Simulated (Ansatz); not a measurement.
A made-up structure of H3SeO2 (charge +1), singlet:

```xyz
6
angstrom
O -1.3838 -0.7442 -0.4908
Se 0.9269 0.4683 0.5988
O 0.2141 -1.2348 -0.0786
H -1.4493 -0.4864 -1.4247
H 1.2788 1.5732 -0.3684
H 0.3241 1.0116 1.8723
```

It is relaxed with PBE-D4/def2-SVP and then PBE0-D4/def2-TZVP (Ansatz 0.2.0). Atoms count as bonded within 1.22 times the sum of their covalent radii (H–H: 0.88 Å). The end point is not checked to be a true minimum.

(1) Does its bonding change? (Judge from chemistry; the calculation decides.)

## Answers

(1) Computed: Yes. Formed: O1–O3; broken: none.

Where it ends: The first stage lowers the energy by 2.40 eV in 8 steps. It ends as H₃SeO₂ ([OH][O][SeH2]), total charge +1:
O1  (-1.082, -0.220, -0.488)
Se2  (1.155, 0.268, 0.655)
O3  (0.138, -0.893, -0.158)
H4  (-1.404, -0.788, -1.210)
H5  (0.972, 1.411, -0.282)
H6  (0.132, 0.810, 1.591)
(Å)

Labels in which every atom is bracketed show which atoms are joined, not bond orders.

For scale, one of the runs: PBE0-D4/def2-TZVP relaxation, 128 basis functions, launched by `ansatz run in.yaml --threads 2 --pin off --events-out ev --progress --plain --max-ram 4352MiB`. The run took about 36 s on 2 CPU threads of an Arm Neoverse V2 (shared host).
